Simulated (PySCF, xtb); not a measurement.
CH₆AlBO₄, SMILES OB(O)[CH2][Al]([OH])[OH]. One conformer was computed; it need not be the lowest.

Harmonic wavenumbers (cm⁻¹) from GFN2-xTB run with xtb at its own minimum, in rising order: 24, 30, 84, 149, 189, 236, 291, 300, 354, 397, 417, 431, 474, 554, 592, 624, 642, 775, 803, 920, 945, 966, 974, 1024, 1243, 1290, 1419, 2933, 2989, 3611, 3641, 3763, 3793.

What does PBE-D3(BJ)/def2-SVP (PySCF 2.14.0) give at its own minimum? (Estimate from the structure and the level; the computed values follow.)

44, 76, 165, 199, 234, 252, 320, 328, 371, 437, 501, 550, 582, 635, 651, 676, 751, 766, 800, 881, 919, 972, 1013, 1161, 1307, 1346, 1420, 2976, 3084, 3455, 3710, 3809, 3817. Paired by order, the mean absolute difference is 54 cm⁻¹ and the zero-point energies are 52.7 and 54.6 kcal/mol.
